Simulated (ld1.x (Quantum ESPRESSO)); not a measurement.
An all-electron radial function and its pseudo partner (oxygen)

Columns: radius, all-electron u(r) and pseudo u(r) of the 2p shell (level -8.98 eV) of oxygen in the configuration [He] 2s2 2p4; PBEsol, non-relativistic, PAW scheme, ld1.x (Quantum ESPRESSO) 7.5.

| r (bohr) | all-electron | pseudo |
| --- | --- | --- |
| 0.088 | 0.0833 | 0.0116 |
| 0.175 | 0.2416 | 0.0450 |
| 0.262 | 0.4053 | 0.0979 |
| 0.350 | 0.5488 | 0.1676 |
| 0.438 | 0.6620 | 0.2487 |
| 0.525 | 0.7441 | 0.3348 |
| 0.612 | 0.7991 | 0.4213 |
| 0.700 | 0.8312 | 0.5039 |
| 0.788 | 0.8443 | 0.5769 |
| 0.875 | 0.8426 | 0.6362 |
| 0.962 | 0.8301 | 0.6803 |
| 1.050 | 0.8093 | 0.7085 |
| 1.138 | 0.7828 | 0.7206 |
| 1.225 | 0.7528 | 0.7181 |
| 1.312 | 0.7204 | 0.7037 |
| 1.400 | 0.6863 | 0.6799 |
| 1.487 | 0.6520 | 0.6504 |
| 1.575 | 0.6174 | 0.6173 |
| 1.662 | 0.5837 | 0.5838 |
| 1.750 | 0.5505 | 0.5505 |
| 1.838 | 0.5183 | 0.5183 |
| 1.925 | 0.4876 | 0.4876 |
| 2.012 | 0.4582 | 0.4582 |
| 2.100 | 0.4299 | 0.4299 |
| 2.188 | 0.4029 | 0.4029 |
| 2.275 | 0.3777 | 0.3777 |

Task: How many radial nodes do the two functions have?

Result: The all-electron 2p function has n − l − 1 = 0; the pseudo-wave has 0.

Task: At about which radius was the pseudo-wave matched?

Result: 1.75 bohr. The columns agree to 0.0005 from 1.57 bohr on; several derivatives are matched, so the curves merge somewhat inside the radius.

Task: Is the pseudo-wave norm-conserving?

Result: No, it belongs to a PAW set: the norm inside the radius is not constrained, and the difference is carried by the augmentation charge.
